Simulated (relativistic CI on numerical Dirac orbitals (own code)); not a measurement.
## Hyperfine structure of Pb XXVIII, mass number 207

Calculated at this level of theory: Dirac-Coulomb-Breit CI, orbitals from a KLI potential per configuration, model QED (radiative potential, 1s self-energy scaled to tabulated hydrogen-like ionisation energies), unscaled Slater integrals (own radial code, finite nucleus).

Configurations in the expansion (outside the closed core [Ar] 3d10 4d10): 4s2.4p6.4f9, 4s2.4p6.4f8.5s, 4s2.4p6.4f7.5s2, 4s2.4p5.4f10, 4s2.4p6.4f8.6s, 4s.4p6.4f10, 4p6.4f11. Levels of other configurations are missing.

Nuclear spin I = 1/2, μ = 0.5906 μN (tables of Stone and Pyykkö). The electronic factors are computed for point nuclear moments, without core polarisation or the Bohr-Weisskopf and QED corrections.

```
               Level  E (cm⁻¹)  A (MHz)
4s2.4p6.4f9 6H°_15/2       0.0     3511
4s2.4p6.4f9 6H°_13/2   31566.6     3531
 4s2.4p6.4f9 6F°_7/2   53447.3     3688
 4s2.4p6.4f9 6F°_1/2   67158.1    12590
```

Levels with J = 0, under 50 % of one LS term, or S terms without an open s electron are left out. Small factors come from cancelling terms and can be off by tens of per cent or more.

At this charge energies of transitions that change n are usually good to better than 1 %, and those within a shell (Δn = 0) to a few per cent. Terms inside the open d or f shell come out 10 to 20 % too wide with unscaled integrals.

Question: Give the hyperfine levels of 4s2.4p6.4f9 6F°_1/2 relative to its centre of gravity.

Answer: With K = F(F + 1) − I(I + 1) − J(J + 1), E = AK/2: F = 0: -9440, F = 1: 3147 MHz.

LS names give the leading component of a level, which can be under half, so a name can repeat, a term be missing and a line seem to break the LS rules.
